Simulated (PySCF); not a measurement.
C₄H₄BF. Atoms are numbered in the order given.

```xyz
10

F      0.0000     0.0000     2.1191
B      0.0000     0.0000     0.7964
C      0.0000     1.2696    -0.1498
C      0.0000     0.7573    -1.3956
C      0.0000    -0.7573    -1.3956
C      0.0000    -1.2696    -0.1498
H      0.0000     2.3367     0.0764
H      0.0000     1.3267    -2.3304
H      0.0000    -1.3267    -2.3304
H      0.0000    -2.3367     0.0764
```
Charge 0, spin multiplicity 1.

Geometry: B3LYP-D3(BJ)/def2-SVP. The structure was generated by enumeration, and PubChem lists no compound with its InChIKey, so it may never have been made.

Computed with PySCF with PBE/pcSseg-1.

GIAO shieldings, no solvent; atoms alike by connectivity are averaged. δ = σ(ref) − σ: ¹⁹F against CFCl3 (σ = 133.6 ppm); ¹¹B against BF3 (σ = 83.9 ppm); ¹³C against TMS (σ = 182.0 ppm); ¹H against TMS (σ = 31.49 ppm), references at their B3LYP-D3(BJ)/def2-TZVP geometries, non-relativistic.

Computed chemical shifts:
```
nucleus    atoms  count  δ (ppm)
-------  -------  -----  -------
¹⁹F           F1      1    -42.4
¹¹B           B2      1     40.8
¹³C       C4, C5      2    169.2
¹³C       C3, C6      2    128.5
¹H        H8, H9      2     7.08
¹H       H7, H10      2     5.54
```
